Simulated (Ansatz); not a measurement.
Q: Name a neutral molecule of C, Cl, Ge and H with HOMO–LUMO gap (PBE/def2-TZVPP) between 5.80 and 6.10 eV and HOMO–LUMO gap (ωB97M-V/def2-TZVPP) between 12.55 and 12.85 eV (Ansatz, PBE0-D4/def2-TZVP geometry).

A: `[CH3][GeH]([Cl])[Cl]` (6.07 eV, 12.65 eV). Other molecules can fit too; these were computed, each in one conformer that needn't be the lowest.
